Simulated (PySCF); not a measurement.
Choosing a basis for TDDFT

Compound: C3H7BrSi.
SMILES: `Br[SiH2]C1CC1`

TDDFT with PBE0 (PySCF), vertical singlets, core orbitals frozen in the response, spherical d and f functions. Isolated species at its PBE0-D3(BJ)/def2-SVP geometry (one conformer only). The PBE0/6-31G* calculation is non-relativistic and has no spin–orbit coupling, an omission that weighs most on bromine.

Question: How do the low singlets change with the basis? Take 6-31G*, def2-SVP, def2-SVPD, aug-cc-pVDZ, def2-TZVP and def2-TZVPD.

Answer: 

```tsv
basis	functions	diffuse	S1 (eV)	S2 (eV)	S3 (eV)	S4 (eV)	S5 (eV)	LUMO (eV)	α (au)
6-31G*	106	no	6.71	6.78	7.34	7.44	8.23	0.05	65.9
def2-SVP	127	no	6.89	6.99	7.65	7.76	8.24	0.28	68.1
def2-SVPD	181	yes	6.59	6.70	7.33	7.41	7.67	-0.22	81.2
aug-cc-pVDZ	195	yes	6.51	6.61	7.19	7.24	7.28	-0.35	82.0
def2-TZVP	220	no	6.73	6.83	7.42	7.51	7.90	-0.01	77.8
def2-TZVPD	274	yes	6.58	6.67	7.25	7.33	7.47	-0.28	82.3
```

States are compared by their number. Against the largest diffuse basis here (def2-TZVPD, itself not a converged limit), sets without diffuse functions differ by up to 0.32 eV in S1 and 0.77 eV in S5; the smaller diffuse sets differ by up to 0.07 and 0.20 eV. State by state, the largest deviation of a set without diffuse functions is S1 0.32, S2 0.33, S3 0.40, S4 0.43, S5 0.77 eV. The same number needn't mean the same state in each row. Against def2-TZVPD the polarisability deviates by -20% in 6-31G*, -17% in def2-SVP, -1% in def2-SVPD, 0% in aug-cc-pVDZ, -5% in def2-TZVP.

Without π bonds the low states are Rydberg-like; a valence basis with one diffuse set may place them up to an eV too high.
